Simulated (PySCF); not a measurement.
## Electron correlation in Sn²⁺ (tin, charge +2)

[Kr] 4d10 5s1 5d1, high-spin 3D determinant (an excited configuration). Calculation: PySCF 2.14, in aug-cc-pVDZ-PP with ECP28MDF (5s4p3d, 32 functions); a scalar-relativistic core potential. Frozen: 4s2 4p6 4d10; 2 electrons correlated.

With two correlated electrons CCSD is exact within the correlated space (frozen core and kept virtual orbitals).

```tsv
level	correlation energy (mhartree)
CCSD	-2.29
```

Diagnostics: T1 = 0.0019, D1 = 0.0031, largest double amplitude 0.032.

Is a single reference adequate?

Yes, within this model without spin-orbit coupling: T1 lies below 0.03 and no double amplitude reaches 0.07.
